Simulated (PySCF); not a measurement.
Species: C5H6N2Si.
SMILES with atom numbers: `[CH3:1][C:2]#[C:3]/[CH:4]=[N:5]\[SiH2:6][C:7]#[N:8]` (hydrogens: H9, H10, H11 on C1; H12 on C4; H13, H14 on Si6)

Geometry (GFN2-xTB, Å), atoms numbered from 1 in this order:
```xyz
14
C5H6N2Si angstrom
C     -1.0137    2.4547   -0.0482
C     -0.3081    1.3766    0.5891
C      0.2864    0.4731    1.1243
C      0.9460   -0.6746    1.6066
N      1.0941   -1.7524    0.9639
Si     0.6321   -2.2786   -0.5991
C     -0.2091   -0.9954   -1.6800
N     -0.7143   -0.1776   -2.3053
H     -1.0131    2.2897   -1.1258
H     -2.0447    2.4747    0.3049
H     -0.5412    3.4094    0.1811
H      1.3557   -0.6147    2.6171
H      1.8718   -2.6372   -1.2820
H     -0.3426   -3.3482   -0.4037
```

Computed, not measured: B3LYP/def2-SVPD in PySCF (dipole) on a GFN2-xTB geometry, gas phase.

Take the most abundant isotopes and a rigid rotor. The values belong to one conformer with, in the numbering `[CH3:1][C:2]#[C:3]/[CH:4]=[N:5]\[SiH2:6][C:7]#[N:8]`, C4–N5–Si6–C7 4°.

Question: Give the principal moments of inertia and the rotational constants in MHz.

Answer: Ia = 216.46, Ib = 365.57, Ic = 572.22 u·Å²; 505379 MHz·u·Å²/I gives A = 2335, B = 1382, C = 883.2 MHz.

Question: Classify the top.

Answer: An asymmetric top: κ = (2 × 1382 − 2335 − 883.2)/(2335 − 883.2) = -0.31.

Question: Is it planar, by Δ = Ic − Ia − Ib?

Answer: Not planar: Δ = Ic − Ia − Ib = -9.80 u·Å². For a rigid frame Δ = −2 Σ m c², so Σ m c² = 4.90 u·Å² lies off the ab plane: 4.72 from hydrogen and 0.18 from heavier atoms. The atom farthest from that plane is 1.33 Å away.

Question: Give the other two planar moments, Paa and Pbb, and the rms extents of the mass along the axes.

Answer: Paa = Σ m a² = (Ib + Ic − Ia)/2 = 360.67 and Pbb = Σ m b² = (Ia + Ic − Ib)/2 = 211.56 u·Å². With the mass M = 122.03 u, the rms extents √(P/M) along a, b and c are 1.72, 1.32, 0.20 Å.

Question: List the rotational levels J(Ka,Kc) to J = 5 (cm⁻¹).

Answer: Above 0(0,0):
J = 1: 1(0,1) 0.0756, 1(1,1) 0.1073, 1(1,0) 0.1240
J = 2: 2(0,2) 0.2217, 2(1,2) 0.2418, 2(1,1) 0.2918, 2(2,1) 0.3871, 2(2,0) 0.3921
J = 3: 3(0,3) 0.4307, 3(1,3) 0.4408, 3(1,2) 0.5397, 3(2,2) 0.6138, 3(2,1) 0.6365, 3(3,1) 0.8171, 3(3,0) 0.8181
J = 4: 4(0,4) 0.6978, 4(1,4) 0.7020, 4(1,3) 0.8619, 4(2,3) 0.9121, 4(2,2) 0.9698, 4(3,2) 1.1271, 4(3,1) 1.1337, 4(4,1) 1.4012, 4(4,0) 1.4014
J = 5: 5(0,5) 1.0223, 5(1,5) 1.0239, 5(1,4) 1.2502, 5(2,4) 1.2789, 5(2,3) 1.3887, 5(3,3) 1.5144, 5(3,2) 1.5379, 5(4,2) 1.7902, 5(4,1) 1.7916, 5(5,1) 2.1408, 5(5,0) 2.1409
Those of J = 1 are B + C, A + C and A + B.

Question: Which types of transition are allowed, and where do some lines up to J = 5 fall?

Answer: The dipole components are |μa| = 0.84 D, |μb| = 1.63 D, |μc| = 0.18 D. The squared components, which scale the intensities, stand as 0.26 : 1.00 : 0.01 (a : b : c). Some lines, for components of 0.1 D or more:

| type | branch | J(Ka,Kc) | MHz | lower level (cm⁻¹) |
| --- | --- | --- | --- | --- |
| b | Q | 1(1,0) ← 1(0,1) | 1452 | 0.076 |
| a | Q | 3(1,2) ← 3(1,3) | 2965 | 0.441 |
| a | Q | 5(2,3) ← 5(2,4) | 3293 | 1.279 |
| b | Q | 2(2,1) ← 2(1,2) | 4355 | 0.242 |
| a | Q | 4(1,3) ← 4(1,4) | 4794 | 0.702 |
| b | Q | 4(1,3) ← 4(0,4) | 4920 | 0.698 |
| a | R | 3(0,3) ← 2(0,2) | 6267 | 0.222 |
| b | Q | 4(2,3) ← 4(1,4) | 6298 | 0.702 |
| c | R | 2(1,1) ← 1(0,1) | 6482 | 0.076 |
| a | R | 4(1,4) ← 3(1,3) | 7832 | 0.441 |
| b | R | 2(2,1) ← 1(1,0) | 7888 | 0.124 |
| a | R | 4(3,1) ← 3(3,0) | 9463 | 0.818 |
| a | R | 5(2,4) ← 4(2,3) | 10996 | 0.912 |
| c | R | 3(2,2) ← 2(1,2) | 11152 | 0.242 |
| b | R | 4(2,3) ← 3(1,2) | 11164 | 0.540 |
| a | R | 5(3,3) ← 4(3,2) | 11612 | 1.127 |
| a | R | 5(1,4) ← 4(1,3) | 11640 | 0.862 |
| a | R | 5(4,1) ← 4(4,0) | 11698 | 1.401 |
| b | R | 5(3,3) ← 4(2,2) | 16326 | 0.970 |

Stationary, but not proved a minimum. Zero-point vibration and centrifugal distortion are left out. A rigid rotor knows nothing of internal rotation, which can split or shift real lines. Quadrupole hyperfine structure (14N) is left out.
